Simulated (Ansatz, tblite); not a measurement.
Cost and result up the ladder for GeF2 (3 atoms). The state is a singlet with charge 0. Geometry: PBE-D4/def2-TZVP.

Cartesian coordinates in Å:
```
Ge -0.705 -0.324 0.008
F 0.872 -0.954 0.515
F -0.167 1.278 -0.523
```

Ansatz on 4 threads of Intel Xeon on a shared host; xTB runs through tblite on one thread. Times are rough, summed over both states, and most runs start from the orbitals of an earlier one. CCSD(T)/def2-TZVPP serves as the yardstick here, not as an exact answer. The other state is a doublet.

The xTB rows come from tblite. Correlated methods freeze 11 core orbitals; core or outer-core shells of Ge are correlated, in sets that lack core-valence functions.

Raw xTB energies of ions are shifted by several eV.

```
              level  functions  wall time  vertical IE (eV)  difference from CCSD(T)/def2-TZVPP (eV)
           GFN2-xTB         17    0.005 s             17.52                                     5.80
           GFN1-xTB         17    0.007 s             16.24                                     4.51
   PBE-D4/def2-TZVP        110      1.5 s             11.47                                    -0.25
  PBE0-D4/def2-TZVP        110      2.2 s             11.67                                    -0.05
r2SCAN-D4/def2-TZVP        110      2.5 s             11.59                                    -0.13
 CCSD(T)/def2-TZVPP        110       12 s             11.72                                     0.00
```
